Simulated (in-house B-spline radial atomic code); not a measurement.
Ionisation energies with and without relativity, with size and susceptibility from the Dirac run. Dirac energy differences include first-order Breit, QED and recoil terms. NIST's values go from ground level to ground level; the uncertainty of those that are theory runs from under 0.1 % in few-electron ions to several per cent in heavy many-electron ones. Computed with a B-spline radial code for spherical atoms: non-relativistic Hartree-Fock and Dirac-Hartree-Fock, averages of the configuration (point nuclei without relativity, finite nuclei with it).

```tsv
ion	configuration	configuration after	ionisation non-relativistic (eV)	ionisation Dirac Breit and QED (eV)	tabulated value (eV)	tabulated kind	radius at density 0.001 (bohr)	diamagnetic susceptibility (10⁻⁶ cm³/mol)
H	1s1	bare	13.606	13.598	13.59844	tabulated theory	2.881	-2.3759
He	1s2	1s1	23.448	23.443	24.58739	measured	2.5	-1.8766
Li	[He] 2s1	1s2	5.342	5.342	5.391715	measured	4.169	-14.754
Be	[He] 2s2	[He] 2s1	8.044	8.045	9.322699	measured	4.17	-13.712
B	[He] 2s2 2p1	[He] 2s2	7.932	7.929	8.298019	measured	3.901	-12.55
C	[He] 2s2 2p2	[He] 2s2 2p1	9.999	9.995	11.26029	measured	3.634	-11.123
N	[He] 2s2 2p3	[He] 2s2 2p2	12.210	12.203	14.53413	measured	3.403	-9.9121
O	[He] 2s2 2p4	[He] 2s2 2p3	14.581	14.570	13.61806	measured	3.205	-8.9188
```
